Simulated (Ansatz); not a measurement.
`C[Si](F)(F)[SiH3]` + `BC#C` → `B[Si](C)(F)[SiH3]` + `C#CF`  (formal exchange of groups at the Si–F bond)

Computed with Ansatz on PBE0-D4/def2-TZVP structures; ΔE is electronic, products minus reactants. CBS: MP2 limit from def2 TZ/QZ plus the TZ coupled-cluster correction, frozen cores. This one scheme is used for every species. Functionals use def2-TZVPP. B3LYP here is the variant with VWN-RPA as its local correlation; programs differ in this.

`C[Si](F)(F)[SiH3]`:

Z-matrix (Å, degrees):
```
C
Si 1 1.847
H 1 1.093 2 110.8
H 1 1.093 2 110.2 3 119.9
H 1 1.092 2 110.8 3 -120.3
F 2 1.598 1 108.6 3 -177.3
F 2 1.598 1 108.6 3 -62.5
Si 2 2.345 1 116.4 3 60.1
H 8 1.488 2 109.6 1 59.6
H 8 1.488 2 109.6 1 -59.5
H 8 1.486 2 110.4 1 -180.0
```

`BC#C`:

```xyz
6

B     0.643    0.527    0.770
C    -0.209   -0.171   -0.249
C    -0.895   -0.734   -1.071
H     0.582    1.713    0.883
H     1.379   -0.106    1.463
H    -1.500   -1.229   -1.795
```

`B[Si](C)(F)[SiH3]`:

```xyz
13

B    -0.988   -0.297   -1.801
Si   -0.623   -0.005    0.134
C    -0.206    1.759    0.593
F    -1.843   -0.478    1.082
Si    1.220   -1.407    0.608
H    -1.900   -0.952   -2.210
H    -0.203    0.121   -2.603
H     0.641    2.111   -0.001
H    -1.054    2.423    0.405
H     0.058    1.833    1.650
H     2.418   -0.914   -0.127
H     0.966   -2.816    0.202
H     1.515   -1.378    2.068
```

`C#CF`:

Cartesian coordinates in Å:
```
C -0.073 0.529 -0.368
C 0.061 -0.444 0.309
F 0.203 -1.480 1.029
H -0.192 1.396 -0.970
```

CCSD(T)/CBS gives +376.7 kJ/mol.

Task: Another level gave +366.8 kJ/mol. Which?
A. MP2/def2-TZVPP
B. PBE-D4/def2-TZVPP
C. PBE0/def2-TZVPP
D. B3LYP-D4/def2-TZVPP

Result: D. B3LYP-D4 366.8, MP2/def2-TZVPP 385.0, PBE0 352.3, PBE-D4 341.5 kJ/mol.

Largest T1 diagnostic among the species: 0.014.

In def2-TZVPP, CCSD(T) changes the Hartree–Fock value by −18.1 kJ/mol (the triples alone add −1.8 kJ/mol) and MP2 by −4.0 kJ/mol. From PBE to PBE0 (25 % exact exchange), in def2-TZVPP and without D4, ΔE moves by +8.9 kJ/mol.
